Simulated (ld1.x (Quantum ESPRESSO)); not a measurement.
**Building the RRKJ potential for boron (PBE, fully relativistic).**

boron, norm-conserving RRKJ (Kleinman–Bylander form), made with ld1.x (Quantum ESPRESSO) 7.5 (PBE, fully relativistic). Core [He], reference 2s2 2p0.5 (charge +0.5). Waves: 2s (bound): rc 1.60 bohr; 2p (bound): rc 2.40 bohr. Local part: all-electron potential smoothed inside 1.30 bohr (lloc = -1). Core correction: none.

Open shells are filled in proportion to 2j + 1 (rel_dist='average').

All-electron outer shells of the reference configuration (PBE, scalar-relativistic, ld1.x):

| shell | level (eV) | outermost node (bohr) | outermost maximum (bohr) |
| --- | --- | --- | --- |
| 2s | -14.13 | 0.46 | 1.48 |
| 2p | -8.09 | – | 1.48 |

Q: Does the generator finish with these settings?

A: Yes, a potential is produced and its reference levels are reproduced.

Q: Estimate the cutoffs (Ry, on a coarse ladder) from which the occupation-weighted sum of valence levels, in a spherical-Bessel basis at the reference potential, stays within 10 and 1 mRy of its value at 400 Ry.

A: 30 Ry and 40 Ry.

Q: Does the potential have ghost states?

A: No extra level below or beside the all-electron valence levels (s, p1/2, p3/2, d, f tested).

Q: Which valence shell sets the plane-wave cutoff?

A: 2s: its level needs 35 Ry to come within 1 mRy, against 21 Ry for 2p.

Q: Tests: 2s2 2p1; 2s2 2p0; 2s1 2p0; 2s1 2p1; 2s0 2p3; 2s2 2p1.3; 2s1 2p2. Which has the largest error in its energy relative to the reference configuration, and how large is it?

A: 2s1 2p0, with +114 meV (all-electron minus pseudo) on +30.75 eV.
